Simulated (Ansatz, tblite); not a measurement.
Forces on Hg₃Se₄ at its PBE-D4/def2-SVP geometry. Charge 0, multiplicity 1.

In the def2 sets Hg takes a core potential; there is no spin–orbit coupling. The xTB rows come from tblite. Another isomer (singlet) lies 1.07 eV lower at PBE0-D4/def2-TZVP; other spin states weren't run for this one.

GFN1-xTB (tblite), largest force 0.59 eV/Å:

```xyz
7
positions Å, forces eV/Å
Hg   -1.392   -0.770    0.099   -0.183   -0.207    0.525
Hg    1.252    1.005   -1.008    0.267    0.277   -0.237
Hg    0.378   -0.765    2.901   -0.116   -0.114   -0.101
Se   -0.770    2.510   -1.382    0.074   -0.002    0.041
Se   -1.915    1.707    0.545   -0.131    0.087   -0.158
Se    0.261   -2.445   -0.938    0.051    0.027   -0.047
Se    2.185   -1.243   -0.218    0.040   -0.068   -0.022
```

GFN2-xTB (tblite), largest force 0.74 eV/Å:

```
Hg -0.271 -0.294 0.621
Hg 0.438 0.423 -0.267
Hg -0.301 -0.048 -0.097
Se -0.416 0.000 0.225
Se 0.093 0.464 -0.276
Se 0.538 0.032 -0.066
Se -0.082 -0.577 -0.140
```

PBE-D4/def2-TZVP (Ansatz), largest force 0.26 eV/Å:

```
Hg 0.177 0.110 -0.020
Hg -0.142 -0.104 0.056
Hg -0.025 -0.008 -0.037
Se 0.156 -0.158 0.107
Se 0.067 -0.194 -0.119
Se -0.075 0.184 0.128
Se -0.157 0.170 -0.114
```
